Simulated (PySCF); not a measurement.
Electron correlation in Os (osmium, neutral)

[Xe] 4f14 5d8, high-spin 3F determinant (an excited configuration). All numbers are calculated (PySCF 2.14, a scalar-relativistic core potential, in aug-cc-pVTZ-PP with ECP60MDF (6s6p5d3f2g, 88 functions)). Frozen: 5s2 5p6; 8 electrons correlated.

```csv
level,correlation energy (mhartree)
CCSD,-220.22
(T),-18.25
CCSD(T),-238.47
```

Diagnostics: T1 = 0.0079, D1 = 0.0136, largest double amplitude 0.058.

Task: Is a single reference adequate?

Result: Yes, within this model without spin-orbit coupling: T1 lies below 0.03 and no double amplitude reaches 0.07.
